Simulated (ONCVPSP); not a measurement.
What one change does to a pseudopotential (Al (Z = 13), ONCV)

| Property | Result |
| --- | --- |
| Element | aluminium (Al) |
| Generator | ONCVPSP 4.0.1 |
| Type | optimised norm-conserving Vanderbilt (ONCV) |
| Functional | LDA (Perdew-Zunger) |
| Relativity | scalar-relativistic |
| Frozen core | [Ne] |
| Valence charge | 3 |
| Reference configuration | 3s2 3p1 |
| Partial waves | 3s: rc 1.45 bohr, ncon 3, nbas 6, qcut 4.1 1/bohr, local; 3p: rc 2.45 bohr, ncon 3, nbas 7, qcut 2.9 1/bohr, 2 projectors, debl 2.3 Ha; d scattering state at 0.23 Ha: rc 2.40 bohr, ncon 4, nbas 8, qcut 4.5 1/bohr, 1 projector |
| Local potential | the s channel |
| Core correction | Teter function fitted to the true core (icmod 2), fcfact 0.3 |

All-electron outer shells of the reference configuration (LDA (Perdew-Zunger), scalar-relativistic, ld1.x):

```csv
shell,level (eV),outermost node (bohr),outermost maximum (bohr)
2s,-107.50,0.17,0.50
2p,-69.71,–,0.43
3s,-7.84,0.80,2.06
3p,-2.79,0.82,2.64
```

Change: s: qcut 2.6; p: qcut 1.8; d: qcut 2.8.

Cutoffs: the cutoffs (Ha) at which the residual kinetic energy of the hardest occupied pseudo-wave falls to 1 and 0.1 mHa per electron; they do not see the model core or the augmentation charge, which bear on the density cutoff. Errors are all-electron minus pseudo energies relative to the spin-unpolarised reference configuration.

Question: How do hardness, ghosts and transferability respond?

Answer: The potential gets neither clearly harder nor softer (7.7 Ha and 44 Ha → 10 Ha and 38 Ha); of the 4 tests that both files solve, the error grows in 2 and shrinks in 1 by more than 15 % and 0.3 meV (median size 2.3 → 1.9 meV); neither file shows a bound ghost.

```tsv
quantity	base	changed
cutoff, loose	7.7 Ha	10 Ha
cutoff, tight	44 Ha	38 Ha
loose cutoff by channel	s 7.7 Ha, p 2.1 Ha	s 10 Ha, p 2.2 Ha
bound ghosts	none	none
GHOST(+) flags under 300 eV	none	none
error for 3s2 3p0, meV [ΔE 5.85 eV]	+1.8	+2.5
error for 3s1 3p0, meV [ΔE 25.22 eV]	+18	+23
error for 3s2 3p0.5, meV [ΔE 2.13 eV]	+0.3	+0.2
error for 3s1 3p1, meV [ΔE 11.67 eV]	+2.9	+1.2
s: phases at 1.47 bohr within 0.05 rad from the reference energy up to (Ha; the scan ends near 5)	0.6	0.5
p: phases at 2.49 bohr within 0.05 rad from the reference energy up to (Ha; the scan ends near 5)	to the end of the scan	to the end of the scan
d: phases at 2.43 bohr within 0.05 rad from the reference energy up to (Ha; the scan ends near 5)	1.8	1.6
rms error of d²Exc/dni dnj with the model core, mHa	0.56	0.57
```
